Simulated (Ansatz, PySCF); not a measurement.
This PySCF input computes a B3LYP/def2-TZVPD energy:

```python
from pyscf import gto, scf, dft

mol = gto.M(
    atom='''
    C    -1.15883105   -0.01847565   -0.06229433
    N     0.23205449   -0.01180046   -0.00486002
    C     1.40595747   -0.07138145   -0.02931754
    H    -1.57509069   -0.35903733    0.89087131
    H    -1.53204927    0.98078321   -0.30717996
    ''',
    basis='def2-tzvpd',
    charge=-1,
    spin=0,
    verbose=4,
)

mf = dft.RKS(mol, xc='b3lyp').density_fit(auxbasis='def2-universal-jkfit')
mf.grids.level = 3
mf.conv_tol = 1e-9
mf.max_cycle = 100
mf.max_memory = 1500
mf.kernel()
if not mf.converged:
    mf = mf.newton()
    mf.kernel(mf.make_rdm1())
mf.analyze()
```

Task: Write an input for the same energy in Ansatz (a program for electronic structure) and say what it gives.

Result: 
Ansatz 0.2 input:
```yaml
crystal:
  periodic: [false, false, false]
  atoms:
    - {symbol: C, position_ang: [-1.15883105, -0.01847565, -0.06229433]}
    - {symbol: N, position_ang: [0.23205449, -0.01180046, -0.00486002]}
    - {symbol: C, position_ang: [1.40595747, -0.07138145, -0.02931754]}
    - {symbol: H, position_ang: [-1.57509069, -0.35903733, 0.89087131]}
    - {symbol: H, position_ang: [-1.53204927, 0.98078321, -0.30717996]}
basis:
  gaussian:
    orbitals: def2-TZVPD
hamiltonian:
  xc: {name: B3LYP}
total_charge: -1
output: {forces: true}
```
It gives -132.15165 Eh, and PySCF -132.15168 Eh, a difference of 0.03 mEh, from the treatment of integrals and grids.

It need not be the lowest isomer of its formula. Whether it binds its extra electron was not tested at this geometry.
